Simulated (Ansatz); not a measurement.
`COC(C)(C)C#N` + H₂ → `CC(C)C#N` + CH₃OH at 700 K and 1 bar (hydrogenolysis of a C–O bond).

Program: Ansatz. Geometries: PBE0-D4/def2-TZVP. ΔE: electronic, gas phase. CBS: MP2 limit from def2 TZ/QZ plus the TZ coupled-cluster correction, frozen cores. This one scheme is used for every species. Each species was taken in one conformer, which may not be the lowest.

```tsv
species	CCSD(T)/CBS energy (Eh)	H − E (kJ/mol)	S (J/(mol·K))
`COC(C)(C)C#N`	-325.52841	454.0	520.1
H₂	-1.17544	46.8	155.3
`CC(C)C#N`	-211.11809	341.8	423.7
CH₃OH	-115.61712	170.8	288.5
```

H − E and S are ideal-gas, rigid-rotor, harmonic terms from PBE0-D4/def2-TZVP, for one conformer and one mirror image of each species. The MP2-based limit puts H₂ 0.8 mEh under its directly extrapolated value; such offsets cancel only in part. 1 Eh = 2625.50 kJ/mol, R = 8.31446 J/(mol·K).

Q: By hand: ΔE, ΔH, ΔS and ΔG.

A: ΔE = (-211.11809) + (-115.61712) − (-325.52841) − (-1.17544) = -0.03136 Eh = -82.3 kJ/mol. Δ(H − E) = 341.8 + 170.8 − 454.0 − 46.8 = 11.8, so ΔH = -70.5 kJ/mol. ΔS = 423.7 + 288.5 − 520.1 − 155.3 = 36.8 J/(mol·K). ΔG = -70.5 − 700 × (36.8)/1000 = -96.3 kJ/mol.

Q: By hand: the equilibrium constant, and the temperature at which ΔG would vanish if ΔH and ΔS stayed fixed.

A: log₁₀ K = −ΔG/(RT ln 10) = 7.2. ΔH and −TΔS have one sign here, so there is no such temperature.

TΔS isn't small against ΔH here. A doubt of 5 kJ/mol in ΔE shifts log₁₀ K by 0.4 here. Other conformers and mirror images would add mixing entropy, several J/(mol·K) or more a flexible species. These are equilibria of isolated gas molecules and say nothing of rates. Largest T1 diagnostic: 0.012 (customary marks: 0.02 for closed shells, 0.045 for open ones).
